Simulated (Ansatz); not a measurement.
Saddle point of BH6ClO2, closed shell (BH₂Cl ([BH2][Cl]) + H₂O + H₂O → BH₃O ([BH2][OH]) + HCl + H₂O; bonds formed: Cl2–H7, H5–O8; dative contacts that become bonds: B1–O6; bonds broken: B1–Cl2, H5–O6, H7–O8), PBE0-D4/def2-TZVP structure:

B1  (-1.199, 0.029, -0.602)
Cl2  (0.678, -0.784, -1.566)
H3  (-1.977, -0.789, -0.997)
H4  (-1.138, 1.121, -1.080)
H5  (0.587, 0.470, 0.936)
O6  (-0.884, 0.003, 0.792)
H7  (1.362, 0.013, -0.442)
O8  (1.539, 0.625, 0.599)
H9  (-1.122, -0.838, 1.190)
H10  (2.155, 0.152, 1.169)
(Å)

Energies are electronic, without zero-point energy. Barriers and step energies count from the start structure reached by relaxing down the imaginary mode; all methods use the PBE0-D4 structures, on which another method's saddle can fall below an end. Ansatz 0.2.0; basis: def2-TZVPP, with def2-QZVPP for the basis limit; cores frozen in the correlated methods. B3LYP uses VWN-RPA correlation. Extrapolation: Hartree–Fock as exp(−7.88 √X), correlation as X^−2.97.

```
      method  barrier (eV)  step energy (eV)
       SPW92         0.256             0.589
      PBE-D4         0.358             0.299
     BLYP-D4         0.351             0.091
   r2SCAN-D4         0.400             0.292
      B97M-V         0.545             0.195
     PBE0-D4         0.478             0.336
    B3LYP-D4             ?             0.142
  r2SCAN0-D4             ?             0.325
    BHLYP-D4         0.580             0.160
CAM-B3LYP-D4         0.493             0.189
     wB97X-V         0.552             0.246
     wB97M-V         0.548             0.256
      B2PLYP         0.505             0.165
    PBE-QIDH         0.562             0.346
  RPA on PBE             ?             0.180
          HF         0.783            -0.072
         MP2         0.554             0.279
        CCSD         0.633             0.187
     CCSD(T)         0.582             0.227
```

(1) Fill in the withheld barriers. (To be estimated.)

The T1 diagnostic stays at or below 0.012.

Answers

(1) By the calculation: RPA on PBE 0.555; r2SCAN0-D4 0.495; B3LYP-D4 0.448 eV. Each is the energy of the saddle less that of the start structure, by the same method.

For comparison, the barrier by CCSD(T) at an estimated basis limit (MP2 extrapolated from triple and quadruple zeta, plus CCSD(T) − MP2 in triple zeta) is 0.582 eV.

The step is the kind of ligand exchange by which a precursor binds to a hydroxyl group, or is hydrolysed, in atomic layer deposition of oxides.

Labels in which every atom is bracketed show which atoms are joined, not bond orders.

For scale, one of the runs: CCSD(T)/def2-TZVPP, 219 basis functions, launched by `ansatz run in.yaml --threads 4 --pin off --events-out ev --progress --plain --max-ram 9574MiB`. The run took 77 s on 4 CPU threads of an Arm Neoverse V1 (shared host), with 3.4 GiB of host memory at its peak.
